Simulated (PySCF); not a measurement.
A side-by-side comparison of computed properties.

First species: C3H5B.
Structure used (PBE0-D3(BJ)/def2-SVP), in Å, numbered top down from 1:
```
atom  x, y, z in Å
B1     1.4028   -0.3232   -0.1101
C2    -0.0192   -0.2615    0.4671
C3    -1.2278   -0.1483   -0.4830
C4    -0.9294    0.9365    0.1302
H5     1.6338    0.2104   -1.1741
H6     2.3003   -0.8921    0.4726
H7    -0.2191   -0.7520    1.4338
H8    -1.8322   -0.7404   -1.1624
H9    -1.0821    1.9826    0.3754
```

Second species: C5H8OS.
SMILES: `C=C/C=C\[S@@](C)=O`

Levels: CAM-B3LYP/def2-SVPD for dipole moment, HOMO energy, LUMO energy, HOMO–LUMO gap, static isotropic polarisability and electronic spatial extent ⟨r²⟩ about the centre of nuclear charge; TDDFT CAM-B3LYP/def2-SVPD for lowest singlet excitation; TDA CAM-B3LYP/def2-SVPD for lowest triplet excitation (Tamm–Dancoff); ΔSCF CAM-B3LYP/def2-SVPD for vertical ionisation energy; PBE0-D3(BJ)/def2-SVP for rotational constant A and rotational constant C. Geometries: PBE0-D3(BJ)/def2-SVP. Each structure is a single optimised conformer of the isolated species, non-relativistic unless stated. Electronic properties by PySCF.

The conformers computed, where there is a choice (atom-mapped SMILES and torsion angles):
- `[CH2:1]=[CH:2]/[CH:3]=[CH:4]\[S@@:5]([CH3:6])=[O:7]`: C1–C2–C3–C4 -177°, C3–C4–S5–C6 111°

```csv
property,column X,column Y
dipole moment,4.72 D,1.53 D
HOMO energy,-8.00 eV,-8.69 eV
LUMO energy,-0.57 eV,-0.22 eV
HOMO–LUMO gap,7.43 eV,8.47 eV
lowest singlet excitation,4.53 eV,4.64 eV
lowest triplet excitation (Tamm–Dancoff),3.07 eV,3.79 eV
static isotropic polarisability,94.7 au,48.1 au
vertical ionisation energy,8.66 eV,9.71 eV
electronic spatial extent ⟨r²⟩ about the centre of nuclear charge,1181 bohr²,257 bohr²
rotational constant A,4.994 GHz,20.695 GHz
rotational constant C,1.047 GHz,6.236 GHz
```

(1) Which column belongs to which species?

(2) How does each property change from the first species to the second?

## Answers

(1) Column X is the second species and column Y the first. The first has 9 atoms and 28 electrons, the second 15 and 62.

(2) dipole moment +3.19 D; HOMO energy +0.69 eV; LUMO energy -0.35 eV; HOMO–LUMO gap -1.04 eV; lowest singlet excitation -0.11 eV; lowest triplet excitation (Tamm–Dancoff) -0.72 eV; static isotropic polarisability +46.6 au; vertical ionisation energy -1.05 eV; electronic spatial extent ⟨r²⟩ about the centre of nuclear charge +924 bohr²; rotational constant A -15.701 GHz; rotational constant C -5.189 GHz.

On the first: In wavenumbers S1 is 37500 cm⁻¹ (1 eV = 8065.54 cm⁻¹). The polarisability is 7.13 Å³ as a volume (1 au = 0.148185 Å³), or 1.72 au for each of the 28 electrons.

On the second: The ΔSCF ionisation energy exceeds −ε(HOMO) by 0.66 eV with CAM-B3LYP. The principal polarisabilities are 70.6, 74.7 and 138.8 au; their mean is the isotropic value.
